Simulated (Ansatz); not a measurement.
A run of Ansatz (development build ahead of 0.2.0) on singlet Be4 at this shape:

```yaml
atoms:
  - { symbol: Be, position_ang: [0.8132, 0.8132, 0.8132] }
  - { symbol: Be, position_ang: [0.8132, -0.8132, -0.8132] }
  - { symbol: Be, position_ang: [-0.8132, 0.8132, -0.8132] }
  - { symbol: Be, position_ang: [-0.8132, -0.8132, 0.8132] }
```

Its results:

```
Converged    : yes
Total energy : -58.31753 hartree
```

Forces (eV/Å):
| atom | Fx | Fy | Fz |
| --- | --- | --- | --- |
| Be1 | -0.636 | -0.636 | -0.636 |
| Be2 | -0.636 | 0.636 | 0.636 |
| Be3 | 0.636 | -0.636 | 0.636 |
| Be4 | 0.636 | 0.636 | -0.636 |

**Question.** Which input gives this output? Name the method, the orbitals and the basis set, and write the input.

**Answer.** RHF in 6-31G. An unrestricted run that stays on the closed shell gives the same numbers.

```yaml
crystal:
  periodic: [false, false, false]
  atoms:
    - { symbol: Be, position_ang: [0.81317, 0.81317, 0.81317] }
    - { symbol: Be, position_ang: [0.81317, -0.81317, -0.81317] }
    - { symbol: Be, position_ang: [-0.81317, 0.81317, -0.81317] }
    - { symbol: Be, position_ang: [-0.81317, -0.81317, 0.81317] }
basis:
  gaussian: { orbitals: "6-31G" }
hamiltonian:
  xc: hf
output:
  forces: true
```
